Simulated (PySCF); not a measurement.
**What each rung costs, and what it gives**

Saddle point of SiH$_{2}$Cl$_{2}$O, singlet (SiHClO ([OH][Si][Cl]) + HCl → SiH₂Cl₂O ([OH2][Si]([Cl])[Cl]); bonds formed: Si1–Cl4, O2–H3; bonds broken: H3–Cl4; bonds weakened to dative contacts: Si1–O2), PBE0-D4/def2-TZVP structure:

```xyz
6
angstrom
Si 1.1278 0.3719 0.0449
O -0.0660 -0.9115 -0.3224
H -0.9579 0.0903 -0.3746
Cl -1.1495 1.5313 -0.2708
Cl 0.9832 0.2255 2.1152
H 0.0624 -1.3075 -1.1923
```

Barriers are electronic and count from the start structure reached by relaxing down the imaginary mode.

Program: PySCF 2.14 with density fitting (its default auxiliary sets; JK sets also for MP2 and CCSD(T)). Basis: as named in each row. Cores are frozen in the correlated methods. B3LYP uses VWN-RPA correlation. Extrapolation: Hartree–Fock as exp(−7.88 √X), correlation as X^−2.97.

Times are rough, for one single point on 4 threads of a shared host (Oxide Virtual Turin-like).

The estimate by CCSD(T) at an estimated basis limit (MP2 extrapolated from triple and quadruple zeta, plus CCSD(T) − MP2 in triple zeta) is 0.598 eV.

```json
{"method": "HF", "basis": "STO-3G", "time (s)": "1", "barrier (eV)": "0.008", "method less estimate": "-0.590"}
{"method": "B3LYP-D4", "basis": "6-31G", "time (s)": "4", "barrier (eV)": "0.397", "method less estimate": "-0.200"}
{"method": "PBE0-D4", "basis": "def2-SVP", "time (s)": "5", "barrier (eV)": "0.272", "method less estimate": "-0.326"}
{"method": "PBE-D4", "basis": "def2-SVP", "time (s)": "6", "barrier (eV)": "0.145", "method less estimate": "-0.453"}
{"method": "MP2", "basis": "def2-QZVPP", "time (s)": "6", "barrier (eV)": "0.527", "method less estimate": "-0.071"}
{"method": "SPW92", "basis": "def2-TZVPP", "time (s)": "8", "barrier (eV)": "0.047", "method less estimate": "-0.551"}
{"method": "B3LYP-D4", "basis": "def2-TZVPP", "time (s)": "8", "barrier (eV)": "0.545", "method less estimate": "-0.053"}
{"method": "PBE0-D4", "basis": "def2-TZVPP", "time (s)": "8", "barrier (eV)": "0.409", "method less estimate": "-0.189"}
{"method": "CCSD(T)", "basis": "def2-SVP", "time (s)": "10", "barrier (eV)": "0.655", "method less estimate": "0.057"}
{"method": "BHLYP-D4", "basis": "def2-TZVPP", "time (s)": "10", "barrier (eV)": "0.677", "method less estimate": "0.079"}
{"method": "PBE-D4", "basis": "def2-TZVPP", "time (s)": "11", "barrier (eV)": "0.296", "method less estimate": "-0.302"}
{"method": "r2SCAN-D4", "basis": "def2-TZVPP", "time (s)": "17", "barrier (eV)": "0.389", "method less estimate": "-0.209"}
{"method": "wB97M-V", "basis": "def2-TZVPP", "time (s)": "170", "barrier (eV)": "0.536", "method less estimate": "-0.062"}
{"method": "CCSD(T)", "basis": "def2-TZVPP", "time (s)": "210", "barrier (eV)": "0.661", "method less estimate": "0.063"}
```

All methods are single points on the PBE0-D4 structures.

T1 diagnostic: at most 0.013.

Labels in which every atom is bracketed show which atoms are joined, not bond orders.
